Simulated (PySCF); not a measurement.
F₄Se (SMILES F[Se](F)(F)F), singlet, at a GFN2-xTB geometry, with bond 3-1 at 1.3 times its length; PBE0/6-31G run with PySCF.

The PySCF input:
```python
from pyscf import gto, scf, dft

mol = gto.M(
    atom='''
Se   -0.002032    0.002541    0.359443
F     0.968178    1.319046   -0.343353
F     1.720950   -1.259938   -0.530557
F    -0.964339   -1.323846   -0.335595
F    -1.319500    0.963797   -0.353776
''',
    basis='6-31g',
    charge=0,
    spin=0,
    verbose=4,
)

mf = dft.RKS(mol)
mf.xc = 'pbe0'
mf.DIIS = scf.EDIIS
mf.kernel()
```

It wrote (shortened):

```
PySCF version 2.14.0

[INPUT] verbose = 4
[INPUT] num. atoms = 5
[INPUT] num. electrons = 70
[INPUT] charge = 0
[INPUT] spin (= nelec alpha-beta = 2S) = 0
[INPUT] symmetry False subgroup None
[INPUT] Mole.unit = angstrom
[INPUT] Symbol           X                Y                Z      unit          X                Y                Z       unit  Magmom
[...]
nuclear repulsion = 436.208662653569
number of shells = 31
number of NR pGTOs = 178
number of NR cGTOs = 63
basis = 6-31g
ecp = {}

******** <class 'pyscf.dft.rks.RKS'> ********
method = RKS
initial guess = minao
damping factor = 0
level_shift factor = 0
DIIS = <class 'pyscf.scf.diis.EDIIS'>
diis_start_cycle = 1
diis_space = 8
diis_damp = 0
SCF conv_tol = 1e-09
SCF conv_tol_grad = None
SCF max_cycles = 50
direct_scf = True
direct_scf_tol = 1e-13
XC library pyscf.dft.libxc version 7.1.2
    S. Lehtola, C. Steigemann, M. J. T. Oliveira, and M. A. L. Marques,  SoftwareX 7, 1–5 (2018)
XC functionals = pbe0
    C. Adamo and V. Barone,  J. Chem. Phys. 110, 6158 (1999)
    M. Ernzerhof and G. E. Scuseria,  J. Chem. Phys. 110, 5029 (1999)
radial grids:
    Treutler-Ahlrichs [JCP 102, 346 (1995); DOI:10.1063/1.469408] (M4) radial grids

becke partition: Becke, JCP 88, 2547 (1988); DOI:10.1063/1.454033
pruning grids: <function nwchem_prune>
grids dens level: 3
symmetrized grids: False
atomic radii adjust function: <function treutler_atomic_radii_adjust>
small_rho_cutoff = 0
Set gradient conv threshold to 3.16228e-05
Initial guess from minao.
tot grids = 77472
init E= -2799.06973235257
[...]
cycle= 1 E= -2799.24625106784  delta_E= -0.177  |g|= 1.27  |ddm|= 2.45
[...]
cycle= 2 E= -2788.99885297761  delta_E= 10.2  |g|= 3.85  |ddm|= 6.74
[...]
cycle= 3 E= -2797.62372898786  delta_E= -8.62  |g|=  3.2  |ddm|= 6.74
[...]
cycle= 4 E= -2798.25119714375  delta_E= -0.627  |g|= 2.57  |ddm|= 2.25
[...]
cycle= 5 E= -2798.49266202386  delta_E= -0.241  |g|= 2.33  |ddm|= 0.355
[...]
cycle= 6 E= -2798.49266202346  delta_E= 3.94e-10  |g|= 2.33  |ddm|= 6.65e-10
[...]
cycle= 7 E= -2798.49266206471  delta_E= -4.13e-08  |g|= 2.33  |ddm|= 1.06e-07
[...]
cycle= 8 E= -2798.49266201846  delta_E= 4.63e-08  |g|= 2.33  |ddm|= 9.74e-08
[...]
cycle= 9 E= -2798.49266194257  delta_E= 7.59e-08  |g|= 2.33  |ddm|= 8.68e-08
[...]
cycle= 10 E= -2798.49266202371  delta_E= -8.11e-08  |g|= 2.33  |ddm|= 9.02e-08
[...]
cycle= 11 E= -2787.02147486852  delta_E= 11.5  |g|= 3.86  |ddm|= 7.06
[...]
cycle= 12 E= -2795.67099986885  delta_E= -8.65  |g|=  4.2  |ddm|= 6.65
[...]
cycle= 13 E= -2797.68518120551  delta_E= -2.01  |g|= 3.17  |ddm|= 3.52
[...]
cycle= 14 E= -2798.20801812747  delta_E= -0.523  |g|= 2.66  |ddm|= 0.503
[...]
cycle= 15 E= -2798.20801812787  delta_E= -3.96e-10  |g|= 2.66  |ddm|= 1.24e-09
[...]
cycle= 16 E= -2798.20801812676  delta_E= 1.11e-09  |g|= 2.66  |ddm|= 9.97e-09
[...]
cycle= 17 E= -2798.20801812713  delta_E= -3.65e-10  |g|= 2.66  |ddm|= 8.94e-09
[...]
cycle= 18 E= -2798.20801812755  delta_E= -4.16e-10  |g|= 2.66  |ddm|= 1.12e-09
[...]
cycle= 19 E= -2798.20801812777  delta_E= -2.26e-10  |g|= 2.66  |ddm|= 1.65e-09
[...]
cycle= 20 E= -2786.52014652343  delta_E= 11.7  |g|= 4.26  |ddm|=  6.8
[...]
cycle= 21 E= -2789.20511550782  delta_E= -2.68  |g|= 4.78  |ddm|= 6.08
[...]
cycle= 22 E= -2796.36585923781  delta_E= -7.16  |g|= 4.17  |ddm|= 6.08
[...]
cycle= 23 E= -2797.81246241797  delta_E= -1.45  |g|= 3.04  |ddm|= 1.25
[...]
cycle= 24 E= -2797.8124624459  delta_E= -2.79e-08  |g|= 3.04  |ddm|= 2.61e-08
[...]
cycle= 25 E= -2797.8124624106  delta_E= 3.53e-08  |g|= 3.04  |ddm|= 3.24e-08
[...]
cycle= 26 E= -2797.81246240974  delta_E= 8.66e-10  |g|= 3.04  |ddm|= 8.67e-10
[...]
cycle= 27 E= -2797.81246240976  delta_E= -2.18e-11  |g|= 3.04  |ddm|= 1.54e-11
[...]
cycle= 28 E= -2797.81246240907  delta_E= 6.84e-10  |g|= 3.04  |ddm|= 5.91e-09
[...]
cycle= 29 E= -2785.55436972037  delta_E= 12.3  |g|= 4.99  |ddm|= 6.46
[...]
cycle= 30 E= -2786.2126046868  delta_E= -0.658  |g|= 5.31  |ddm|= 7.33
[...]
cycle= 31 E= -2794.66142074771  delta_E= -8.45  |g|=    5  |ddm|= 7.66
[...]
cycle= 32 E= -2797.78652829609  delta_E= -3.13  |g|= 3.07  |ddm|= 2.55
[...]
cycle= 33 E= -2797.78652922374  delta_E= -9.28e-07  |g|= 3.07  |ddm|= 9.31e-07
[...]
cycle= 34 E= -2797.78652828262  delta_E= 9.41e-07  |g|= 3.07  |ddm|= 9.41e-07
[...]
cycle= 35 E= -2797.78652829532  delta_E= -1.27e-08  |g|= 3.07  |ddm|= 4.4e-08
[...]
cycle= 36 E= -2797.78652833901  delta_E= -4.37e-08  |g|= 3.07  |ddm|= 1.91e-07
[...]
cycle= 37 E= -2797.78652821332  delta_E= 1.26e-07  |g|= 3.07  |ddm|= 1.83e-07
[...]
cycle= 38 E= -2780.84738752495  delta_E= 16.9  |g|= 6.99  |ddm|= 9.67
[...]
cycle= 39 E= -2781.69908562097  delta_E= -0.852  |g|= 6.44  |ddm|= 11.4
[...]
cycle= 40 E= -2789.7754931812  delta_E= -8.08  |g|= 6.59  |ddm|= 11.3
[...]
cycle= 41 E= -2798.06684361656  delta_E= -8.29  |g|= 2.78  |ddm|= 8.82
[...]
cycle= 42 E= -2798.06684348396  delta_E= 1.33e-07  |g|= 2.78  |ddm|= 2.65e-07
[...]
cycle= 43 E= -2798.06684346343  delta_E= 2.05e-08  |g|= 2.78  |ddm|= 4.65e-07
[...]
cycle= 44 E= -2798.06684377214  delta_E= -3.09e-07  |g|= 2.78  |ddm|= 5.76e-07
[...]
cycle= 45 E= -2798.06684370998  delta_E= 6.22e-08  |g|= 2.78  |ddm|= 1.33e-07
[...]
cycle= 46 E= -2798.06684363088  delta_E= 7.91e-08  |g|= 2.78  |ddm|= 2.32e-07
[...]
cycle= 47 E= -2773.79690355849  delta_E= 24.3  |g|= 5.61  |ddm|= 12.9
[...]
cycle= 48 E= -2772.1466270508  delta_E= 1.65  |g|= 7.85  |ddm|= 14.5
[...]
cycle= 49 E= -2779.78126845676  delta_E= -7.63  |g|= 8.18  |ddm|= 11.6
[...]
cycle= 50 E= -2798.28450133317  delta_E= -18.5  |g|= 2.51  |ddm|= 13.1
SCF not converged.
SCF energy = -2798.28450133317
```

The run did not converge; its last values are not results.
